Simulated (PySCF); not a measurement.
A structure optimised at B3LYP-D3(BJ)/def2-SVP, used in a PySCF frequency run:

```
S
C 1 1.8487
H 2 1.0972 1 112.05
H 2 1.0980 3 109.46 1 120.00
H 2 1.0980 3 109.46 4 120.01
Al 1 2.1602 2 103.16 3 0.00
Cl 6 2.0934 1 119.15 2 180.00
Cl 6 2.1028 7 119.60 1 180.00
```
Charge 0, spin multiplicity 1.

**Question.** Write its SMILES, formula and point group.

**Answer.** C[S][Al]([Cl])[Cl], CH₃AlCl₂S, Cs

**Question.** What are its rotational constants (standard atomic weights)?

**Answer.** 2.1278, 1.3624, 0.83504 GHz
